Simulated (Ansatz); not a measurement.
Consider the atomization: `[SiH3][NH][GeH3]` → Ge• + 7 H• + N• + Si•.

Computed with Ansatz on PBE0-D4/def2-TZVP structures; ΔE is electronic, products minus reactants. CCSD(T)/CBS is the MP2 limit (def2-TZVPP, def2-QZVPP) plus CCSD(T) − MP2 in def2-TZVPP, frozen cores. This one scheme is used for every species, atoms too. DFT in def2-TZVPP. Open shells (•) are unrestricted, without spin–orbit coupling. Spin–orbit coupling would lower the free atoms: a little for Si; clearly for Ge. For Ge outer-core shells are correlated without core-valence functions, so the limit isn't a true one: a few kJ/mol of doubt a bond, and 10 to 20 or more in all where bonds break to atoms. Scalar relativity is left out up to krypton.

Task: What is ΔE at CCSD(T)/CBS? (An estimate is asked.)

Result: The calculation gave: +2953.8 kJ/mol.

Task: What do these levels give: PBE-D4, BLYP-D4, r2SCAN-D4, r2SCANh-D4, r2SCAN0-D4, BHLYP-D4, CAM-B3LYP-D4, PBE, r2SCANh, CCSD/def2-SVP, SCS-MP2/def2-QZVPP, HF/CBS(def2)? (Estimate.)

Result: The calculation gave: PBE-D4 2908.6, BLYP-D4 2911.4, r2SCAN-D4 2922.7, r2SCANh-D4 2911.7, r2SCAN0-D4 2896.7, BHLYP-D4 2897.0, CAM-B3LYP-D4 2957.9, PBE 2889.8, r2SCANh 2906.9, CCSD/def2-SVP 2711.9, SCS-MP2/def2-QZVPP 2954.2, HF/CBS(def2) 2141.2 kJ/mol.

Largest T1 diagnostic among the species: 0.012.

The D4 term adds +30.5 kJ/mol with B3LYP and +15.9 kJ/mol with PBE0; it sums over pairs of atoms, weighted by their polarisabilities, and B3LYP, whose exchange is more repulsive, gets the larger term. Leaving LDA and LC-ωPBE aside and taking each functional with its dispersion term where it has one, the values, not all of them listed here, spread over 109.6 kJ/mol, from revPBE-D4 to ωB97X-V. LDA lies +384.9 kJ/mol from PBE without D4, its usual overbinding.

B3LYP here is the variant with VWN-RPA as its local correlation; programs differ in this.

For atomizations the MP2-based limit and the directly extrapolated one differ by several kJ/mol either way, and by 10 to 25 for some Ge, Se and Sn compounds, so smaller differences from it don't rank the levels.
